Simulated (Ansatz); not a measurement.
One geometry of FeBr₃, several levels of theory.

```yaml
crystal:
  periodic: [false, false, false]
  atoms:
    - {symbol: Fe, position_ang: [0.000063, 0.000048, 0.007028]}
    - {symbol: Br, position_ang: [2.281227, -0.026361, 0.010287]}
    - {symbol: Br, position_ang: [-1.117836, 1.988547, -0.018797]}
    - {symbol: Br, position_ang: [-1.163454, -1.962244, 0.001482]}
basis:
  gaussian: {orbitals: def2-TZVP, initial_orbitals: start.molden}
magnetization: {spin_polarized: true, initial_magnetization: 5}
hamiltonian: {xc: r2scan, dispersion: d4}
scf: {omitted_lower_state_checks: [starts]}
output: {orbitals: {seedname: orbitals}}
```

The file start.molden holds the orbitals of an earlier run on this structure, at another level or in another basis.

```sh
$ ansatz run in.yaml --threads 4 --pin off --events-out ev --progress --plain --max-ram 4787MiB
```

Output, abridged:

```
Functional definition: r2SCAN
1564 factors; their error is unknown
mean field evaluation 1: about -244529.4827 eV, gradient 8.3e0 eV
mean field evaluation 2: about -244529.5980 eV, gradient 2.9e-1 eV
mean field evaluation 4: about -244529.5210 eV, gradient 6.8e-2 eV
mean field evaluation 8: about -244529.5210 eV, gradient 1.6e-5 eV
mean field -244529.52101059 eV, -8986.2941490769 hartree, gradient 1.6e-5 eV, S^2 8.762782; 0 other end points of the search recorded, 0 dependent functions left out
reference -244529.52102244 eV, -8986.2941495124 hartree; 68, 63 occupied and 121, 126 virtual orbitals, 1564 factors
Total energy: -244529.55776792 eV, -8986.2954998839 hartree
Checks for a lower state left out: starts
```

It took 21 s on 4 threads of Arm Neoverse N1 on a shared host.

As the first input, with `correlation: {method: mp2}` and without the key `hamiltonian` (abridged; 13 s):

```
Functional definition: HF
mean field -244354.14842900 eV, -8979.8493255750 hartree, gradient 2.8e-6 eV, S^2 8.772277
32 core orbitals not correlated: weight in the atoms' cores, before any rotation towards them, 1.000 or more for the frozen orbitals, at most 0.000 for the correlated occupied ones
second order -33.34253579 eV of doubles, -0.00000000 eV of singles
Total energy: -244387.49096478 eV, -8981.0746411648 hartree
Checks for a lower state left out: starts
```

First input, but with `gaussian: {orbitals: def2-SVP, initial_orbitals: start.molden}`, `hamiltonian: {xc: pbe0, dispersion: d4}` (abridged; 8.5 s):

```
Functional definition: PBE0
mean field -244469.90930136 eV, -8984.1034591687 hartree, gradient 1.3e-5 eV, S^2 8.761755
Total energy: -244470.06113395 eV, -8984.1090389137 hartree
Checks for a lower state left out: starts
```

The first input with `hamiltonian: {xc: {name: revPBE}, dispersion: d4}` (abridged; 8 s):

```
Functional definition: revPBE
mean field -244510.18073783 eV, -8985.5834071621 hartree, gradient 1.2e-5 eV, S^2 8.759265
Total energy: -244510.52486736 eV, -8985.5960536892 hartree
Checks for a lower state left out: starts
```

As the first input, with `gaussian: {orbitals: def2-TZVPD, initial_orbitals: start.molden}` (abridged; 25 s):

```
Functional definition: r2SCAN
mean field -244529.57150666 eV, -8986.2960047733 hartree, gradient 2.2e-5 eV, S^2 8.763012
Total energy: -244529.60827603 eV, -8986.2973560227 hartree
Checks for a lower state left out: starts
```

First input, but with `gaussian: {orbitals: def2-TZVPD, initial_orbitals: start.molden}`, `hamiltonian: {xc: pbe0, dispersion: d4}` (abridged; 20 s):

```
Functional definition: PBE0
mean field -244500.27265827 eV, -8985.2192919541 hartree, gradient 2.9e-5 eV, S^2 8.768327
Total energy: -244500.42449511 eV, -8985.2248718553 hartree
Checks for a lower state left out: starts
```

First input, but with `gaussian: {orbitals: 6-31G}`, `hamiltonian: {xc: hf}` (abridged; 3.6 s):

```
Functional definition: HF
mean field -244318.91762107 eV, -8978.5546172639 hartree, gradient 1.6e-5 eV, S^2 8.763328
Total energy: -244318.91762107 eV, -8978.5546172639 hartree
Checks for a lower state left out: starts
```

Geometry: r2SCAN-D4/def2-SVP.

The 6-31G sets use Cartesian d functions. Correlated methods freeze 32 core orbitals; core or outer-core shells of Fe, Br are correlated, in sets that lack core-valence functions.
